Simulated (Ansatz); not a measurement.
Potential energy surface of H2F (cation, charge +1), singlet: map of symmetric stretch and bend. Scanned: F-H bond length and H-F-H angle.

Cartesian coordinates as functions of the variables (Å; names that start with a are angles):
```
F  0  0  0
H  r*sin(a/2)  0  r*cos(a/2)
H  -r*sin(a/2)  0  r*cos(a/2)
```

Calculation: RHF/def2-SVP (Ansatz, a quantum-chemistry and plane-wave program).

Energy in kJ/mol above the lowest grid point; x is the F-H bond length (Å), y the H-F-H angle (°).

| y \ x | 0.82 | 0.86 | 0.92 | 0.95 | 1.01 | 1.06 | 1.09 | 1.15 | 1.21 | 1.25 | 1.30 |
|---|---|---|---|---|---|---|---|---|---|---|---|
| 180 | 167.5 | 104.2 | 61.6 | 57.4 | 72.8 | 102.2 | 124.8 | 177.0 | 235.2 | 275.8 | 327.3 |
| 169.18 | 164.1 | 100.7 | 58.0 | 53.9 | 69.2 | 98.7 | 121.3 | 173.7 | 232.2 | 272.9 | 324.6 |
| 160.61 | 156.8 | 93.5 | 50.7 | 46.5 | 61.8 | 91.4 | 114.1 | 166.9 | 225.9 | 267.0 | 319.3 |
| 147.76 | 140.5 | 77.3 | 34.7 | 30.5 | 46.0 | 75.9 | 98.9 | 152.6 | 212.8 | 254.8 | 308.2 |
| 142.25 | 132.7 | 69.6 | 27.1 | 23.0 | 38.6 | 68.7 | 91.9 | 146.1 | 206.8 | 249.2 | 303.3 |
| 131.01 | 117.9 | 54.9 | 12.8 | 9.0 | 25.2 | 55.9 | 79.5 | 134.6 | 196.4 | 239.7 | 294.9 |
| 118.82 | 109.1 | 45.7 | 3.6 | 0.0 | 16.9 | 48.2 | 72.2 | 128.2 | 191.1 | 235.1 | 291.2 |
| 110.18 | 111.1 | 46.8 | 4.1 | 0.4 | 17.3 | 48.9 | 73.1 | 129.6 | 192.9 | 237.2 | 293.8 |
| 99.25 | 128.1 | 61.8 | 16.8 | 12.3 | 28.2 | 59.4 | 83.6 | 140.0 | 203.4 | 247.9 | 304.6 |
| 89.35 | 160.6 | 91.7 | 43.2 | 37.2 | 50.7 | 80.4 | 103.8 | 159.3 | 222.0 | 266.0 | 322.3 |
| 81.52 | 200.0 | 128.3 | 75.9 | 68.2 | 78.6 | 106.1 | 128.4 | 181.9 | 243.1 | 286.4 | 341.8 |
| 70 | 284.7 | 206.8 | 146.2 | 134.7 | 138.3 | 160.8 | 180.3 | 228.8 | 285.6 | 326.3 | 378.9 |

Points that lie below all their neighbours on the grid: x = 0.95, y = 118.82 (0.0 kJ/mol).
